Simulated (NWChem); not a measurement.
A series in which one site is exchanged, each optimised at PBE0/def2-SVP with NWChem, gas phase unless a solvent is named. All stand in one matching conformer (torsions within 35°), which need not be the lowest. This build's default masses of Se (78.918 u) and Br (79.917 u) are each other's, which moves their modes by up to 0.6 %. Some are not confirmed as minima by frequencies. def2 effective core potentials on Cd; no spin-orbit coupling.

A: [OH][Cd][SeH] (CdH2SeO; site = Cd)
B: [OH][Zn][SeH] (ZnH₂SeO; site = Zn)
C: [SeH][Se]O (H$_{2}$Se$_{2}$O; site = Se)
D: [OH][Mg][SeH] (MgH₂SeO; site = Mg)

Q: Rank them by static polarisability, PBE/def2-SVPD (bohr³), lowest first.

A: B (61.6), D (62.5), C (66.9), A (70.2)
